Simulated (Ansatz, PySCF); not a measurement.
C3H11ClSi2, SMILES CC[Si@H](Cl)[SiH2]C.

The structure is a stationary point at B3LYP-D3(BJ)/def2-SVP. The structure was generated by enumeration; whether it is a known compound was not checked. Other conformers were not sampled.

Vertical ionisation energy (IE) and electron affinity (EA) in eV. Rows of orbital energies are one-electron estimates. Where ΔSCF, EOM or ADC give a negative EA the extra electron is unbound and the value depends on the basis.

```tsv
level	IE	EA
−ε(HOMO), −ε(LUMO), B3LYP/def2-TZVP (PySCF)	?	?
−ε(HOMO), −ε(LUMO), PBE/def2-TZVP (PySCF)	6.48	1.13
ΔSCF, CAM-B3LYP/def2-SVPD (Ansatz), final states of multiplicity 2 and 2	9.65	-1.16
ΔSCF, PBE/def2-SVPD (Ansatz), final states of multiplicity 2 and 2	9.10	-0.76
```

Problem. Fill in the missing entries. (The exact figures need the calculation; the answer reports its results.)

Solution. 
- −ε(HOMO), −ε(LUMO), B3LYP/def2-TZVP (PySCF), IE: 7.45
- −ε(HOMO), −ε(LUMO), B3LYP/def2-TZVP (PySCF), EA: 0.46

Problem. What vertical singlet–triplet gap does ΔSCF give with CAM-B3LYP/def2-SVPD (Ansatz, a quantum-chemistry and plane-wave program) and with PBE/def2-SVPD (Ansatz)? (The exact figures need the calculation; the answer reports its results.)

Solution. 5.78 and 5.08 eV (triplet above singlet where positive).
